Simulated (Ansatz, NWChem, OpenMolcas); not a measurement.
CH6Sn (SMILES [CH3][SnH3]): methods side by side

The species is CH6Sn (8 atoms), meant as a singlet with charge 0. As SMILES, `[CH3][SnH3]`. The shape is that of a PBE0-D4/def2-TZVP optimisation.

| atom | x (Å) | y (Å) | z (Å) |
| --- | --- | --- | --- |
| C | 1.0945 | 0.3674 | -0.1106 |
| Sn | -0.9194 | -0.3291 | 0.0821 |
| H | 1.3005 | 0.6277 | -1.1488 |
| H | 1.7893 | -0.4112 | 0.2040 |
| H | 1.2446 | 1.2492 | 0.5123 |
| H | -2.0120 | 0.8868 | -0.4175 |
| H | -1.1567 | -1.7164 | -0.8878 |
| H | -1.2487 | -0.7315 | 1.7104 |

Each level gives the energy change with the C1–H3 bond stretched from 1.090 to 1.253 Å (eV). The values are calculated.

| level | kind | program | value (eV) | less CCSD(T)/def2-SVP | CPU time (all runs) |
| --- | --- | --- | --- | --- | --- |
| HF/def2-SVP (core potential) (restricted) | Hartree–Fock | Ansatz | 0.36 | +0.06 | 2.7 s |
| SVWN5/def2-SVP (core potential) (restricted) | LDA | Ansatz | 0.26 | -0.04 | 4.9 s |
| PBE/def2-SVP (core potential) (restricted) | GGA | NWChem | 0.26 | -0.04 | 54 s |
| M06-L/def2-SVP (core potential) (restricted) | meta-GGA | OpenMolcas | 0.31 | +0.01 | 58 s |
| B3LYP/def2-SVP (core potential) (restricted) | global hybrid | NWChem | 0.30 | 0.00 | 52 s |
| HSE06/def2-SVP (core potential) (restricted) | range-separated hybrid | Ansatz | 0.31 | +0.01 | 9.2 s |
| RPA@PBE0/def2-SVP (core potential) (restricted) | RPA | Ansatz | 0.29 | -0.01 | 14 s |
| MP2/def2-SVP (core potential) (restricted) | perturbation theory | Ansatz | 0.32 | +0.02 | 3 s |
| CCSD(T)/def2-SVP (core potential) (restricted) | coupled cluster or CI | NWChem | 0.30 | 0.00 | 2 min |

Differences are taken from CCSD(T)/def2-SVP (core potential) (restricted) for orientation; it has basis-set and higher-order errors of its own. The first shape isn't each level's own minimum. The values span 0.26 to 0.36 eV. In the correlated wave-function rows the outer d shell of Sn is correlated, in sets not made for it. CPU times are rough (shared hosts, several kinds of processor and program).
